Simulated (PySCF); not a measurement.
C2H6BFN2, SMILES C/N=C/B(N)F. Atoms are numbered in the order given.

```xyz
12

C      0.0662     2.6934     0.0000
N     -0.3498     1.3131     0.0000
C      0.5315     0.3898     0.0000
B      0.0721    -1.1233     0.0000
N     -1.2830    -1.4359     0.0000
F      1.0037    -2.0941     0.0000
H      1.1670     2.8322     0.0000
H     -0.3580     3.2032    -0.8822
H     -0.3580     3.2032     0.8822
H      1.6164     0.6443     0.0000
H     -1.6562    -2.3766     0.0000
H     -1.9616    -0.6820     0.0000
```

Coordinates come from a B3LYP-D3(BJ)/def2-SVP optimisation. The structure was generated by enumeration; whether it is a known compound was not checked. The values are those of a single conformer.

Two levels are set side by side: PBE/pcSseg-1 (PySCF) and PBE0/pcSseg-1 (PySCF). GIAO shifts against BF3 (¹¹B), CFCl3 (¹⁹F), NH3 (¹⁵N), TMS (¹H), TMS (¹³C) at the same level; non-relativistic, no solvent, atoms listed together averaged. Differences are taken from unrounded values.

```
quantity               PBE
------------------  ------
δ(¹³C) of C1 (ppm)    60.6
δ(¹⁵N) of N2 (ppm)   440.9
δ(¹³C) of C3 (ppm)   177.8
δ(¹¹B) of B4 (ppm)    12.1
δ(¹⁵N) of N5 (ppm)    86.0
δ(¹⁹F) of F6 (ppm)  -150.5
δ(¹H) of H10 (ppm)    8.35
```

These are the PBE values. What does PBE0 give? (Estimate from the structure and the level; the computed values follow.)


| quantity | PBE0 | PBE minus PBE0 |
|---|---|---|
| δ(¹³C) of C1 (ppm) | 58.7 | 1.9 |
| δ(¹⁵N) of N2 (ppm) | 449.1 | -8.2 |
| δ(¹³C) of C3 (ppm) | 179.6 | -1.8 |
| δ(¹¹B) of B4 (ppm) | 13.0 | -0.9 |
| δ(¹⁵N) of N5 (ppm) | 80.2 | 5.8 |
| δ(¹⁹F) of F6 (ppm) | -134.9 | -15.6 |
| δ(¹H) of H10 (ppm) | 8.31 | 0.04 |

Rough cost on one machine, each run with all the roots and properties that it gave: PBE0 against PBE within a factor of 2.
